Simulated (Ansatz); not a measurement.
Cost and result up the ladder for (MeSi)4O6 adamantane (C₄H₁₂O₆Si₄) (26 atoms). Charge 0, multiplicity 1. Geometry: r2SCAN-D4/def2-SVP.

Cartesian coordinates in Å:
```
Si -0.252 1.171 -1.281
C -0.515 2.396 -2.619
O -1.072 -0.272 -1.530
Si -0.898 -1.463 -0.361
C -1.836 -2.991 -0.738
O -1.358 -0.740 1.082
Si -0.559 0.669 1.522
C -1.143 1.367 3.113
O -0.756 1.715 0.225
O 1.072 0.271 1.530
Si 1.709 -0.378 0.120
C 3.494 -0.772 0.244
O 1.358 0.740 -1.083
O 0.756 -1.715 -0.225
H 0.043 3.320 -2.409
H -1.583 2.645 -2.706
H -0.172 1.991 -3.583
H -1.468 -3.449 -1.668
H -2.906 -2.765 -0.860
H -1.725 -3.722 0.078
H -2.210 1.626 3.050
H -0.577 2.278 3.363
H -1.007 0.638 3.925
H 4.074 0.137 0.466
H 3.861 -1.196 -0.703
H 3.672 -1.503 1.047
```

Ansatz on 4 threads of Arm Neoverse V2 on a shared host. Times are rough, and most runs start from the orbitals of an earlier one. PBE0-D4/def2-TZVP serves as the yardstick here, not as an exact answer. Differences are given only for rows in sets of like size (and for xTB, whose basis is part of the method), since another set adds its own error. Binding counts from free atoms at the same level (Si triplet, C triplet, O triplet, H doublet; other spins of the atoms weren't run), without zero-point energy or a counterpoise term.

Correlated methods freeze 30 core orbitals. The rows differ in basis, and correlated rows in double-zeta sets carry the largest basis error.

Correlated methods converge slowly with the basis, most of all in double-zeta sets.

```
                          level  functions  wall time
                      HF/STO-3G         98      1.1 s
                PBE-D4/def2-SVP        272        8 s
                   MP2/def2-SVP        272       13 s
               PBE0-D4/def2-SVP        272       16 s
               PBE-D4/def2-TZVP        530       17 s
            r2SCAN-D4/def2-TZVP        530       33 s
PBE0-D4/def2-TZVP (with forces)        530       53 s
```

(1) Estimate what each level gives for the binding energy per atom (eV).

## Answers

(1) 
```tsv
level	binding energy per atom (eV)	difference from PBE0-D4/def2-TZVP (eV)
HF/STO-3G	3.68	–
PBE-D4/def2-SVP	4.76	–
MP2/def2-SVP	4.52	–
PBE0-D4/def2-SVP	4.67	–
PBE-D4/def2-TZVP	4.79	0.08
r2SCAN-D4/def2-TZVP	4.75	0.04
PBE0-D4/def2-TZVP (with forces)	4.71	0.00
```
